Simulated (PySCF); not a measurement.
**Correlation energy of Eu⁴⁺ (europium, charge +4)**

Starting occupation: [Xe] 4f5, 4f5/2 with m_j = -3/2, -1/2, +1/2, +3/2, +5/2. Computed with PySCF 2.14 in x2c-SVPall-2c, with X2C-1e with screened-nucleus spin-orbit coupling, Gaussian nucleus. Frozen: [Ar] 3d10; 31 electrons correlated; the 16 highest virtual spinors left out.

MP2 pair energies summed by pair of shells (mhartree):

| pair | energy | share (%) |
| --- | --- | --- |
| 4d-4d | -183.62 | 25.5 |
| 5p-5p | -122.20 | 17.0 |
| 4d-5p | -111.75 | 15.5 |
| 4d-4p | -66.30 | 9.2 |
| 4d-4f | -51.64 | 7.2 |
| 4f-5p | -43.80 | 6.1 |
| 5p-5s | -27.28 | 3.8 |
| 4p-4p | -21.05 | 2.9 |
| 4f-4p | -17.26 | 2.4 |
| 4f-4f | -16.61 | 2.3 |
| 4d-5s | -14.77 | 2.1 |
| 4p-5p | -11.52 | 1.6 |
| 4d-4s | -6.85 | 1.0 |
| 5s-5s | -5.34 | 0.7 |
| 4p-5s | -5.16 | 0.7 |
| 4f-5s | -4.36 | 0.6 |
| 4p-4s | -4.28 | 0.6 |
| 4f-4s | -1.79 | 0.2 |
| 4s-4s | -1.35 | 0.2 |
| 4s-5p | -1.34 | 0.2 |
| 4s-5s | -0.50 | 0.1 |

Total MP2 correlation energy: -718.76 mhartree.

The GHF reference relaxed away from the jj start to a determinant that is no pure jj level (⟨S²⟩ = 8.66, ⟨J²⟩ = 12.99); the energies belong to that determinant.

This basis was not built for core-valence correlation, so the inner-shell part is incomplete.
